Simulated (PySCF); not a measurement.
# C7H4F4: full NMR table

```
Formula                               : C7H4F4
SMILES                                : Fc1ccc(C(F)(F)F)cc1
Point group of the computed structure : Cs
Degrees of unsaturation               : 4
Carbon signals                        : 5
Proton signals                        : 2
```

Structure with atom numbers: `[F:1][c:2]1[cH:3][cH:4][c:5]([C:6]([F:7])([F:8])[F:9])[cH:10][cH:11]1` (H(Xn): hydrogen on atom n).

Computational details: shielding tensors at PBE0/pcSseg-1 (GIAO), GFN2-xTB structure, in PySCF (a single conformation, non-relativistic Hamiltonian, averaged over atoms made equivalent by symmetry, fast rotation or ring inversion, isolated molecule).

Chemical shifts δ = σref − σ; TMS for ¹H and ¹³C; CFCl3 for ¹⁹F, all at this level.

| carbon | δC, type | δH (multiplicity) | HMBC from (2–3 bonds) | span of the C tensor (ppm) |
| --- | --- | --- | --- | --- |
| C2 | 174.7, C | – | H(C4)/H(C10), H(C3)/H(C11) | 162 |
| C3/C11 | 121.8, CH | 7.49 (m) | H(C4)/H(C10), H(C3)/H(C11) | 190 |
| C4/C10 | 134.7, CH | 8.08 (m) | H(C4)/H(C10), H(C3)/H(C11) | 230 |
| C5 | 133.2, C | – | H(C4)/H(C10), H(C3)/H(C11) | 196 |
| C6 | 133.3, C | – | H(C4)/H(C10) | 13 |

Other nuclei:
```json
{"atoms": "F7/F8/F9", "nucleus": "¹⁹F", "environment": "fluorine of a CF3 group", "δ (ppm)": "-77.3", "σ (ppm)": "248.2"}
{"atoms": "F1", "nucleus": "¹⁹F", "environment": "aryl fluorine", "δ (ppm)": "-108.9", "σ (ppm)": "279.9"}
```

Carbon types of the structure: 3 × C, 4 × CH, which accounts for all hydrogens. δC 174.7: aromatic carbon bearing fluorine; σ withdrawal by the attached heteroatom moves it downfield of the ring CH carbons. δC 134.7, 121.8: aromatic CH. δC 133.3: CF3 carbon; 3 electronegative neighbours deshield it. δC 133.2: substituted aromatic carbon. δH 8.08, 7.49: hydrogen on an aromatic CH; ring-current deshielding.

Splittings by ¹⁹F in the carbon and heteronuclear signals aren't shown, as no couplings were computed. Shifts are as computed. Against solution values, carbons near 30 ppm lie about +3 ppm off and those near 130 ppm about +5 ppm. Of 1211 compounds with measured shifts, 218 miss one by over three times the rms of a fit or turn the order of signals round; such compounds aren't used in these exercises. Unscaled 19F shifts against computed CFCl3 carry errors that often reach 10 to 50 ppm. Multiplicities follow the n + 1 count of equivalent neighbours, as no J values were calculated; m marks all less simple cases, F and P coupling included.
